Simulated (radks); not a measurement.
These are the eigenvalues of the occupied orbitals of an atom or ion with whole-number occupations (eV). Calculated with a radial shooting solver on a logarithmic mesh with Libxc functionals: Dirac Kohn-Sham, PBE, spin-unpolarised, spherical densities, point nucleus.

orbital  eigenvalue
1s1/2     -31606.65
2s1/2     -4845.102
2p1/2     -4539.303
2p3/2     -4264.813
3s1/2     -964.0750
3p1/2     -838.3850
3p3/2     -787.2253
3d3/2     -565.6096
3d5/2     -554.9125
4s1/2     -164.0451
4p1/2     -120.8596
4p3/2     -111.1495
4d3/2      -42.3028
4d5/2      -40.8365
5s1/2      -14.9771
5p1/2       -6.4085
5p3/2       -5.6217

Which element is it, and in what charge state? The configuration may be excited. Open shells, if any, fill j = l - 1/2 first.

Answer. Z = 52, tellurium, charge 0: Te in [Kr] 4d10 5s2 5p4. The list shows which subshells hold electrons but not how many an open one holds; the 1s level, -1161.5 hartree, gives Z - s = 48.2 by -(Z - s)^2/2, which with screening and relativity narrows Z to a few neighbours, and the depths of the outer levels then fix element, charge and occupations together.
